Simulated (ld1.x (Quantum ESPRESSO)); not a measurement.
**Configuration tests for Mg (TM)**

```json
{
 "Element": "magnesium (Mg)",
 "Generator": "ld1.x (Quantum ESPRESSO) 7.5",
 "Type": "norm-conserving Troullier–Martins (Kleinman–Bylander form)",
 "Functional": "PBE",
 "Relativity": "scalar-relativistic",
 "Frozen core": "[Ne]",
 "Valence charge": "2",
 "Reference configuration": "3s1 3p1",
 "Partial waves": "3s (bound): rc 1.85 bohr; 3p (bound): rc 3.30 bohr; 3d channel at -0.1 Ry: rc 2.88 bohr",
 "Local potential": "all-electron potential smoothed inside 2.25 bohr (lloc = -2)",
 "Core correction": "a·sin(br)/r model core, default radius (core density twice the valence density)"
}
```

Energies are relative to the spin-unpolarised reference configuration 3s1 3p1; without spin polarisation the order of configurations can differ from experiment.

```
valence configuration  charge  ΔE all-electron (eV)  error AE − PS (meV)
              3s2 3p0       0                -3.491                 +3.3
              3s1 3p0      +1                 4.469                 +1.0
              3s0 3p2       0                 3.692                 +4.1
```

**Question.** What are ΔE and the potential's error for 3s0 3p1?

**Answer.** ΔE = 8.837 eV all-electron; the error (AE − PS) is +13 meV.

**Question.** What are ΔE and the potential's error for 3s1.5 3p0?

**Answer.** ΔE = -0.347 eV all-electron; the error (AE − PS) is +0.2 meV.

Levels in the configuration 3s2 3p0:

| level | all-electron (eV) | pseudo (eV) |
| --- | --- | --- |
| 3s | -4.705 | -4.713 |
